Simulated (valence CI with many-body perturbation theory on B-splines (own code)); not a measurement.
## Yb⁶⁵⁺: electric-dipole lines

Calculated by configuration interaction combined with many-body perturbation theory (CI+MBPT): three valence electrons over a frozen Dirac-Fock core [He], a basis of 11 s, 11 p, 9 d, 7 f, 5 g, 2 h, 1 i functions for each j, with the one-electron correlation potential Σ1, the two-electron term Σ2, the three-electron term Σ3, Breit, model QED; selected CI, second order for the rest (own B-spline code, finite nucleus).

The last digits are not significant, and no measured levels were compared; by estimate large intervals hold to a few tenths of a per cent, small ones and those within an open d or f shell to about a per cent.

Lines 51 to 100 of 280 in falling wavelength, among levels below 11503 eV, chosen from the strongest by gf and those to the six lowest levels. Wavelengths and rates use the calculated energies. Electric multipoles are in the length gauge, E1 and E2 with the static RPA response of the core. Weak lines are less certain than strong ones. Lines between different terms over intervals too small for the method are left out, as are lines whose strength nearly cancels. The highest levels of a list are the least certain.

Levels are named by their leading jj configuration (3d3/2^4 stands for four electrons in 3d with j = 3/2), which in mixed levels can hold well under half, so a name can repeat and another be missing. Letters in brackets count levels of one name in rising energy.

```tsv
λ vac (Å)	Upper	Lower	A (s⁻¹)	log gf	Branch %
29.68	(2s 2p3/2 3p3/2) J=3/2 [b]	(2s 2p3/2 3s) J=3/2 [b]	3.74e+11	-0.70	0.2
29.65	(2s^2 3p3/2) J=3/2	(2s^2 3s) J=1/2	8.47e+11	-0.35	6.8
29.55	(2p1/2 2p3/2 3p3/2) J=5/2 [b]	(2p1/2 2p3/2 3s) J=3/2 [b]	3.80e+11	-0.53	0.1
29.41	(2s 2p1/2 3p3/2) J=5/2	(2s 2p1/2 3s) J=3/2	7.79e+11	-0.22	1.4
29.26	(2s 2p3/2 3p3/2) J=3/2 [b]	(2s 2p3/2 3s) J=1/2	5.09e+11	-0.58	0.2
29.24	(2s 2p1/2 3p3/2) J=3/2 [b]	(2s 2p1/2 3s) J=3/2	4.11e+11	-0.68	0.1
29.00	(2s 2p3/2 3p3/2) J=1/2 [b]	(2s 2p3/2 3s) J=1/2	7.22e+11	-0.74	4.8
28.96	(2p1/2 2p3/2 3p3/2) J=5/2 [b]	(2p1/2 2p3/2 3s) J=5/2	4.07e+11	-0.51	0.1
28.49	(2s 2p3/2 3p3/2) J=5/2 [a]	(2s 2p3/2 3s) J=5/2	5.25e+11	-0.42	0.2
28.18	(2p1/2 2p3/2 3p3/2) J=1/2 [b]	(2p1/2 2p3/2 3s) J=3/2 [b]	8.02e+11	-0.72	0.2
13.94	(2s^2 2p3/2) J=3/2	(2s 2p1/2^2) J=1/2	1.88e+10	-2.66	73.9
9.469	(2s 2p1/2 2p3/2) J=3/2 [a]	(2s^2 2p1/2) J=1/2	5.42e+10	-2.54	87.1
9.342	(2s 2p3/2^2) J=5/2	(2s^2 2p3/2) J=3/2	1.52e+12	-0.92	98.8
9.188	(2p1/2 2p3/2^2) J=3/2	(2s 2p1/2 2p3/2) J=1/2	3.91e+12	-0.70	37.3
9.051	(2p1/2 2p3/2^2) J=5/2	(2s 2p1/2 2p3/2) J=3/2 [b]	4.76e+12	-0.46	48.4
9.044	(2p1/2 2p3/2 3d3/2) J=5/2 [a]	(2s 2p1/2 3d3/2) J=5/2	2.49e+12	-0.74	1.5
9.019	(2p1/2 2p3/2 3d5/2) J=9/2	(2s 2p1/2 3d5/2) J=7/2	4.08e+12	-0.30	36.2
9.018	(2p1/2 2p3/2 3s) J=3/2 [b]	(2s 2p1/2 3s) J=1/2 [b]	3.78e+12	-0.73	1.6
9.013	(2p1/2 2p3/2 3p3/2) J=7/2	(2s 2p1/2 3p3/2) J=5/2	4.60e+12	-0.35	1.4
9.007	(2p3/2^3) J=3/2	(2s 2p3/2^2) J=3/2	1.02e+13	-0.30	65.1
8.969	(2s 2p3/2 3d5/2) J=7/2 [b]	(2s^2 3d5/2) J=5/2	5.79e+12	-0.25	1.3
8.962	(2s 2p3/2 3d3/2) J=3/2 [b]	(2s^2 3d3/2) J=3/2	5.12e+12	-0.61	0.4
8.954	(2s 2p3/2 3p3/2) J=5/2 [b]	(2s^2 3p3/2) J=3/2	6.40e+12	-0.34	2.7
8.954	(2p1/2 2p3/2 3d5/2) J=7/2 [a]	(2s 2p1/2 3d5/2) J=5/2 [a]	3.61e+12	-0.46	7.6
8.953	(2p1/2 2p3/2 3d3/2) J=5/2 [b]	(2s 2p1/2 3d3/2) J=3/2 [b]	4.09e+12	-0.53	0.3
8.941	(2p1/2 2p3/2 3d3/2) J=7/2	(2s 2p1/2 3d3/2) J=5/2	4.09e+12	-0.41	12.3
8.935	(2p1/2 2p3/2 3p1/2) J=5/2	(2s 2p1/2 3p1/2) J=3/2	4.64e+12	-0.48	0.7
8.926	(2p1/2 2p3/2 3p1/2) J=3/2 [b]	(2s 2p1/2 3p1/2) J=1/2 [b]	4.74e+12	-0.65	0.9
8.925	(2p1/2 2p3/2 3p3/2) J=5/2 [a]	(2s 2p1/2 3p3/2) J=3/2 [a]	2.70e+12	-0.71	0.4
8.923	(2p1/2 2p3/2 3d5/2) J=7/2 [b]	(2s 2p1/2 3d5/2) J=5/2 [b]	2.22e+12	-0.67	0.1
8.894	(2s 2p3/2 3d3/2) J=5/2 [b]	(2s^2 3d3/2) J=3/2	5.48e+12	-0.41	0.5
8.887	(2p1/2 2p3/2 3s) J=5/2	(2s 2p1/2 3s) J=3/2	4.57e+12	-0.49	3.4
8.881	(2s 2p3/2 3p1/2) J=1/2	(2s^2 3p1/2) J=1/2	6.99e+12	-0.78	2.0
8.879	(2p1/2 2p3/2 3d5/2) J=3/2 [b]	(2s 2p1/2 3d5/2) J=5/2 [b]	3.47e+12	-0.78	0.3
8.879	(2s 2p3/2 3s) J=1/2	(2s^2 3s) J=1/2	6.94e+12	-0.79	2.4
8.872	(2s 2p3/2 3p1/2) J=3/2 [b]	(2s^2 3p1/2) J=1/2	6.62e+12	-0.51	2.8
8.868	(2s 2p3/2 3d5/2) J=5/2 [b]	(2s^2 3d5/2) J=5/2	5.37e+12	-0.42	0.4
8.862	(2p1/2 2p3/2 3p3/2) J=5/2 [b]	(2s 2p1/2 3p3/2) J=3/2 [b]	2.35e+12	-0.78	0.6
8.860	(2p1/2 2p3/2 3d3/2) J=3/2 [a]	(2s 2p1/2 3d3/2) J=3/2 [a]	3.93e+12	-0.73	0.9
8.853	(2p1/2 2p3/2 3d3/2) J=5/2 [a]	(2s 2p1/2 3d3/2) J=3/2 [a]	2.21e+12	-0.81	1.4
8.850	(2p1/2 2p3/2 3d5/2) J=7/2 [b]	(2s 2p1/2 3d5/2) J=7/2	2.41e+12	-0.65	0.1
8.846	(2p1/2 2p3/2 3p3/2) J=5/2 [b]	(2s 2p1/2 3p3/2) J=5/2	2.12e+12	-0.83	0.5
8.843	(2s 2p3/2 3p3/2) J=3/2 [b]	(2s^2 3p3/2) J=3/2	6.58e+12	-0.51	3.0
8.842	(2s 2p3/2 3d3/2) J=1/2 [b]	(2s^2 3d3/2) J=3/2	6.81e+12	-0.80	0.4
8.840	(2s 2p3/2 3s) J=3/2 [b]	(2s^2 3s) J=1/2	6.53e+12	-0.51	4.6
8.840	(2s 2p3/2 3d5/2) J=3/2 [b]	(2s^2 3d5/2) J=5/2	6.70e+12	-0.50	0.5
8.829	(2p1/2 2p3/2 3s) J=3/2 [a]	(2s 2p1/2 3s) J=1/2 [a]	3.92e+12	-0.74	3.2
8.819	(2s 2p3/2 3p3/2) J=1/2 [b]	(2s^2 3p3/2) J=3/2	6.45e+12	-0.82	42.7
8.756	(2s 2p1/2 2p3/2) J=1/2	(2s^2 2p1/2) J=1/2	7.53e+12	-0.76	99.7
8.752	(2p1/2 2p3/2^2) J=3/2	(2s 2p1/2 2p3/2) J=5/2	5.93e+11	-1.57	5.6
```

Problem. How does gf follow from A for the line at 8.862 Å?

Solution. gf = 1.4992 × (2J+1)_upper × A / σ², with σ = 11284674 cm⁻¹ and 2J+1 = 6: gf = 0.166.
